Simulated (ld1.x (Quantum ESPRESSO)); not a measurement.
# Logarithmic derivatives: silicon, ultrasoft

```json
{
  "Element": "Si",
  "Generator": "ld1.x (Quantum ESPRESSO) 7.5",
  "Type": "ultrasoft",
  "Functional": "PBE",
  "Relativity": "scalar-relativistic",
  "Frozen core": "[Ne]",
  "Valence charge": "4",
  "Reference configuration": "3s2 3p2",
  "Partial waves": "3s (bound): rcut 1.35, rcutus 1.90 bohr; 3s channel at 1.65 Ry: rcut 1.35, rcutus 1.90 bohr; 3p (bound): rcut 2.10, rcutus 2.30 bohr; 3p channel at 1.4 Ry: rcut 2.10, rcutus 2.30 bohr",
  "Local potential": "all-electron potential smoothed inside 1.90 bohr (lloc = -1)",
  "Core correction": "none",
  "Augmentation charge": "PSQ, radius 1.35 bohr"
}
```

The phase is arctan(r·u′/u) with u = r·R(r), unwrapped; energies in Ry, scanned from -3 to 5 Ry. A pole is an energy at which the radial function vanishes at the test radius. The pseudo phase is shifted by a multiple of π to meet the all-electron one at the reference energy, and phase errors are pseudo minus all-electron; the curves can meet again beyond the range given. Levels narrower than the energy grid can be missing from the lists of poles.

Task: For each channel, where are the poles, and over which energies does the pseudopotential scatter like the atom?

Result:

```csv
channel,radius (bohr),reference energy (Ry),"poles, all-electron","poles, pseudo",unbroken range about the reference energy with phases within 0.05 rad,phase error 1 Ry above the reference energy (rad)
s,2.50,-0.79,0.34,0.34,the whole range,-0.000
p,2.50,-0.30,1.22,1.22,below 3.9,-0.000
```

Phases in the p channel:

```json
{"E (Ry)": "-3.00", "all-electron": "1.305", "pseudo": "1.305"}
{"E (Ry)": "-2.52", "all-electron": "1.271", "pseudo": "1.271"}
{"E (Ry)": "-2.04", "all-electron": "1.220", "pseudo": "1.220"}
{"E (Ry)": "-1.56", "all-electron": "1.134", "pseudo": "1.134"}
{"E (Ry)": "-1.08", "all-electron": "0.955", "pseudo": "0.954"}
{"E (Ry)": "-0.60", "all-electron": "0.415", "pseudo": "0.415"}
{"E (Ry)": "-0.12", "all-electron": "-0.793", "pseudo": "-0.793"}
{"E (Ry)": "0.36", "all-electron": "-1.309", "pseudo": "-1.309"}
{"E (Ry)": "0.84", "all-electron": "-1.491", "pseudo": "-1.491"}
{"E (Ry)": "1.32", "all-electron": "-1.588", "pseudo": "-1.588"}
{"E (Ry)": "1.80", "all-electron": "-1.658", "pseudo": "-1.658"}
{"E (Ry)": "2.28", "all-electron": "-1.724", "pseudo": "-1.724"}
{"E (Ry)": "2.76", "all-electron": "-1.800", "pseudo": "-1.802"}
{"E (Ry)": "3.24", "all-electron": "-1.913", "pseudo": "-1.918"}
{"E (Ry)": "3.72", "all-electron": "-2.131", "pseudo": "-2.155"}
{"E (Ry)": "4.20", "all-electron": "-2.718", "pseudo": "-2.845"}
{"E (Ry)": "4.68", "all-electron": "-3.774", "pseudo": "-3.920"}
```
